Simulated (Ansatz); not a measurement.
Born–Oppenheimer molecular dynamics of H$_{6}$HfO$_{4}$ (11 atoms, charge 0, multiplicity 1). It starts at the highest image of a converged band, a first-order saddle point between two minima.

These are results of RKS PBE0-D4/def2-SVP (Ansatz), not measurements.

* ensemble: NVE (velocity Verlet)
* time step: 0.5 fs
* steps asked: 200
* starting velocities drawn for: 100 K
* seed: 2898

First frame:

```xyz
11
Properties=species:S:1:pos:R:3
Hf 0.084 0.065 0.142
O 0.626 -0.001 2.241
H 0.066 -0.445 2.889
O 1.761 -0.413 -0.682
H 2.311 -0.645 -1.429
O -0.856 1.069 -1.217
H -1.340 1.780 -1.632
O -1.143 -1.427 0.399
H -1.838 -1.908 -0.052
H 0.020 1.838 1.236
H 0.283 1.137 1.958
```

How far do the bonds stretch over the last three quarters of this one trajectory? (Pairs bonded in most of those frames.)


| bond | mean (Å) | spread (Å) | shortest | longest |
| --- | --- | --- | --- | --- |
| Hf1–O2 | 1.961 | 0.053 | 1.88 | 2.07 |
| Hf1–O4 | 1.948 | 0.011 | 1.92 | 1.96 |
| Hf1–O6 | 1.963 | 0.019 | 1.93 | 1.99 |
| Hf1–O8 | 1.948 | 0.009 | 1.92 | 1.96 |
| O2–H3 | 0.959 | 0.003 | 0.95 | 0.97 |
| O4–H5 | 0.959 | 0.008 | 0.94 | 0.97 |
| O6–H7 | 0.955 | 0.005 | 0.95 | 0.96 |
| O8–H9 | 0.959 | 0.002 | 0.95 | 0.96 |
| H10–H11 | 0.764 | 0.010 | 0.75 | 0.79 |

Mean temperature of the second half: 744 K. The conserved energy stayed within 0.037 meV per atom of its start (net change 0.011 meV per atom), so the integration is sound. The system heated up, since it started high on the potential surface and ran downhill. A run of 0.1 ps of so small a system gives no equilibrium averages. The orbitals stay closed-shell, which can raise the energy where a bond breaks towards radicals; this wasn't checked here.

The run took 7.2 min on 4 threads of Arm Neoverse V1 (shared host), peak memory 0.28 GiB.
